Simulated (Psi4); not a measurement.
Dimer: CH4 (SMILES C) (first 5 atoms) with GeH4 (SMILES [GeH4]); geometry from B3LYP-D3(BJ)/def2-TZVP, rigid monomers moved along the line of their centres of mass till C1···Ge6 is 5.34 Å.
(charge 0, multiplicity 1):
```json
[
 {"atom": "C", "x (Å)": "0.1015", "y (Å)": "-0.0687", "z (Å)": "-0.2031"},
 {"atom": "H", "x (Å)": "-0.5746", "y (Å)": "-0.8458", "z (Å)": "0.1501"},
 {"atom": "H", "x (Å)": "0.1650", "y (Å)": "-0.1093", "z (Å)": "-1.2895"},
 {"atom": "H", "x (Å)": "-0.2748", "y (Å)": "0.9066", "z (Å)": "0.1021"},
 {"atom": "H", "x (Å)": "1.0908", "y (Å)": "-0.2266", "z (Å)": "0.2240"},
 {"atom": "Ge", "x (Å)": "-0.1828", "y (Å)": "0.1236", "z (Å)": "5.1243"},
 {"atom": "H", "x (Å)": "0.4287", "y (Å)": "1.4335", "z (Å)": "4.6072"},
 {"atom": "H", "x (Å)": "-0.2785", "y (Å)": "0.1747", "z (Å)": "6.6569"},
 {"atom": "H", "x (Å)": "0.7057", "y (Å)": "-1.0569", "z (Å)": "4.7074"},
 {"atom": "H", "x (Å)": "-1.5873", "y (Å)": "-0.0565", "z (Å)": "4.5312"}
]
```

Method: SAPT0/aug-cc-pVDZ (Psi4).

### Question
Which attractive term is largest, and how does the interaction split up?

### Answer
electrostatics -0.6, exchange 0.2, induction 0.0, dispersion -6.7, total -7.1 meV; the largest attraction is dispersion.
